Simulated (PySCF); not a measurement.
## PBE0 on Mo⁺ (molybdenum, charge +1)

Configuration: [Kr] 4d5, high-spin 6S determinant. Calculation: PySCF 2.14, in aug-cc-pwCVTZ-PP with ECP28MDF; scalar relativity through the core potential.

- Total energy: -67.6119 hartree
- One-electron energy: -112.7513 hartree
- Hartree (Coulomb) energy: 52.9236 hartree
- Exchange-correlation energy: -7.7842 hartree
- ⟨S²⟩: 8.7507
- ⟨L²⟩: 0.000
- Sum of ⟨r⟩: 19.18 bohr
- Sum of ⟨r²⟩: 34.47 bohr²

```csv
shell,electrons,mean orbital energy (hartree),"rms radius, mean of both spins (bohr)"
4s α,1,-2.81247,1.19
4s β,1,-2.67650,1.19
4p α,3,-1.82512,1.34
4p β,3,-1.66209,1.34
4d α,5,-0.46840,2.04
```

Energies and moments cover only the electrons outside the core potential.
